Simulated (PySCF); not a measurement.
First hyperpolarisability: SMILES Cn1c(F)ccc1C=O, C₆H₆FNO

Geometry:
| atom | x (Å) | y (Å) | z (Å) |
| --- | --- | --- | --- |
| C1 | -1.013 | 1.576 | -0.102 |
| N2 | 0.007 | 0.565 | -0.040 |
| C3 | 1.333 | 0.770 | -0.055 |
| F4 | 1.811 | 2.012 | -0.136 |
| C5 | 2.024 | -0.419 | 0.022 |
| C6 | 1.048 | -1.412 | 0.088 |
| C7 | -0.199 | -0.796 | 0.049 |
| C8 | -1.495 | -1.413 | 0.093 |
| O9 | -2.567 | -0.850 | 0.059 |
| H10 | -1.648 | 1.414 | -0.973 |
| H11 | -1.643 | 1.526 | 0.787 |
| H12 | -0.542 | 2.556 | -0.166 |
| H13 | 3.088 | -0.536 | 0.030 |
| H14 | 1.219 | -2.468 | 0.156 |
| H15 | -1.430 | -2.517 | 0.165 |

The calculation used quadratic response B3LYP/aug-cc-pVDZ first hyperpolarisability, Taylor convention, gas phase in PySCF 2.14.0. Geometry: GFN2-xTB.

(1) Give β for the processes computed.

(2) Which lowest excitations, dipole and polarisabilities go with it?

Answers

(1) In au, Taylor convention; the vector part is βᵢ = ⅓ Σⱼ (βᵢⱼⱼ + βⱼᵢⱼ + βⱼⱼᵢ); β∥ is 3/5 of the vector part along the dipole, the dipole points from − to +:
| process | λ (nm) | β vector norm | β∥ | β HRS | depolarisation ratio |
| --- | --- | --- | --- | --- | --- |
| static β(0;0,0) | ∞ | 551.6 | 194.3 | 222.0 | 5.53 |
| second harmonic β(−2ω;ω,ω) | 1064 | 726.4 | 281.4 | 294.1 | 5.54 |
| Pockels β(−ω;ω,0) | 1064 | 600.3 | 218.2 | – | – |
| second harmonic β(−2ω;ω,ω) | 800 | 950.6 | 397.4 | 386.9 | 5.55 |
| Pockels β(−ω;ω,0) | 800 | 643.5 | 239.6 | – | – |

(2) S1 4.00 eV (f = 0.000); S2 4.90 eV (f = 0.330); S3 5.33 eV (f = 0.068); dipole 2.13 D; isotropic α 85.4 au static, 86.7 au at 1064 nm, 87.8 au at 800 nm, 91.3 au at 532 nm, 97.9 au at 400 nm.
